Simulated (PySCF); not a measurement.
Au(CO) (CAuO), SMILES [O+]#[C-]->[Au+], charge +1, multiplicity 1.

Coordinates come from a B3LYP-D3(BJ)/def2-TZVP optimisation. The spin state was assumed, not searched. The isomer is the one that the SMILES or the coordinates give; other isomers of the formula were not compared. The def2 effective core potentials stand for the cores of Au; spin–orbit coupling is left out.

These are TDA-PBE/def2-TZVPD (PySCF 2.14.0) values and carry that method's errors.

Vertical excitations; the highest root listed may be one member of a degenerate set. The molecule is in vacuum. State labels are in the subgroup C2v.

```json
[
 {"state": "S1", "symmetry": "A1", "energy (eV)": "4.11", "λ (nm)": "302", "f": "0.020", "main pairs": "HOMO→LUMO 99 %"},
 {"state": "S2", "symmetry": "A1", "energy (eV)": "4.24", "λ (nm)": "293", "f": "0.000", "main pairs": "HOMO−1→LUMO (degenerate set)"},
 {"state": "S3", "symmetry": "A2", "energy (eV)": "4.24", "λ (nm)": "293", "f": "0.000", "main pairs": "HOMO−2→LUMO (degenerate set)"},
 {"state": "S4", "symmetry": "B2", "energy (eV)": "5.17", "λ (nm)": "240", "f": "0.003", "main pairs": "HOMO−3→LUMO (degenerate set)"},
 {"state": "S5", "symmetry": "B1", "energy (eV)": "5.17", "λ (nm)": "240", "f": "0.003", "main pairs": "HOMO−4→LUMO (degenerate set)"},
 {"state": "S6", "symmetry": "B1", "energy (eV)": "5.54", "λ (nm)": "224", "f": "0.031", "main pairs": "HOMO→LUMO+1 (degenerate set)"},
 {"state": "S7", "symmetry": "B2", "energy (eV)": "5.54", "λ (nm)": "224", "f": "0.031", "main pairs": "HOMO→LUMO+2 (degenerate set)"},
 {"state": "S8", "symmetry": "B1", "energy (eV)": "5.85", "λ (nm)": "212", "f": "0.000", "main pairs": "HOMO−1→LUMO+1, HOMO−2→LUMO+2 (degenerate set)"},
 {"state": "S9", "symmetry": "B2", "energy (eV)": "5.85", "λ (nm)": "212", "f": "0.000", "main pairs": "HOMO−1→LUMO+2, HOMO−2→LUMO+1 (degenerate set)"},
 {"state": "S10", "symmetry": "B2", "energy (eV)": "6.08", "λ (nm)": "204", "f": "0.030", "main pairs": "HOMO−2→LUMO+1 45 %, HOMO−1→LUMO+2 45 %"},
 {"state": "T1", "symmetry": "A1", "energy (eV)": "3.11", "λ (nm)": "399", "f": "0", "main pairs": "HOMO→LUMO 100 %"},
 {"state": "T2", "symmetry": "A1", "energy (eV)": "3.83", "λ (nm)": "324", "f": "0", "main pairs": "HOMO−1→LUMO (degenerate set)"},
 {"state": "T3", "symmetry": "A2", "energy (eV)": "3.83", "λ (nm)": "324", "f": "0", "main pairs": "HOMO−2→LUMO (degenerate set)"},
 {"state": "T4", "symmetry": "B2", "energy (eV)": "4.43", "λ (nm)": "280", "f": "0", "main pairs": "HOMO−3→LUMO 100 %"}
]
```
Triplets are in the Tamm–Dancoff approximation.
